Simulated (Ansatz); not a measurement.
Geometry optimisation, Ansatz 0.2.0, RKS PBE-D4/def2-SVP.

input.yaml

```yaml
crystal:
  periodic: [false, false, false]
  atoms:
    - { symbol: Ge, position_ang: [0.278331, 0.06522, -0.01263] }
    - { symbol: O, position_ang: [0.684578, -0.096046, 1.701347] }
    - { symbol: H, position_ang: [-0.077913, -0.142748, 2.309354] }
    - { symbol: H, position_ang: [1.788997, -0.048461, -0.259141] }
    - { symbol: Ge, position_ang: [-1.058583, 1.968576, -0.759133] }
    - { symbol: H, position_ang: [-2.499872, 1.46572, -0.999703] }
    - { symbol: H, position_ang: [-1.055419, 3.08225, 0.317492] }
    - { symbol: H, position_ang: [-0.470943, 2.532102, -2.077604] }
    - { symbol: F, position_ang: [-0.600477, -1.377813, -0.534684] }
basis:
  gaussian: { orbitals: def2-SVP }
hamiltonian:
  xc: pbe
  dispersion: d4
relax:
  f_tol: 0.03
  max_steps: 50
output:
  orbitals: {}
```

Run as:

```bash
$ ansatz run input.yaml --threads 4 --pin off --max-ram 5120MiB --backend cpu --events-out ev --progress --plain --runs-dir out
```

Where does it end, and by what steps?

The run converged. After 13 steps the energy has fallen by 0.262 eV; H6 moved furthest, 0.76 Å.

| step | energy less start (eV) | largest force component (eV/Å) | accepted |
| --- | --- | --- | --- |
| 0 | 0.0000 | 1.120 | yes |
| 1 | -0.2012 | 0.181 | yes |
| 2 | -0.2249 | 0.178 | yes |
| 3 | -0.2330 | 0.143 | yes |
| 4 | -0.2371 | 0.145 | yes |
| 5 | -0.2412 | 0.161 | yes |
| 6 | -0.2484 | 0.084 | yes |
| 7 | -0.2487 | 0.288 | yes |
| 8 | -0.2549 | 0.087 | yes |
| 9 | -0.2583 | 0.067 | yes |
| 10 | -0.2599 | 0.091 | yes |
| 11 | -0.2610 | 0.057 | yes |
| 12 | -0.2617 | 0.039 | yes |
| 13 | -0.2620 | 0.011 | yes |

```xyz
9
Properties=species:S:1:pos:R:3
Ge 0.441 0.112 0.038
O 0.303 -0.215 1.795
H -0.631 -0.273 2.070
H 1.968 0.191 -0.213
Ge -0.996 1.948 -0.690
H -2.451 1.629 -0.259
H -0.545 3.268 -0.013
H -0.937 2.106 -2.229
F -0.163 -1.317 -0.814
```

Whether the end is a true minimum wasn't checked by a vibrational analysis.

The run took 17 s on 4 threads of Arm Neoverse V1, on a shared host, peak memory 0.15 GiB.
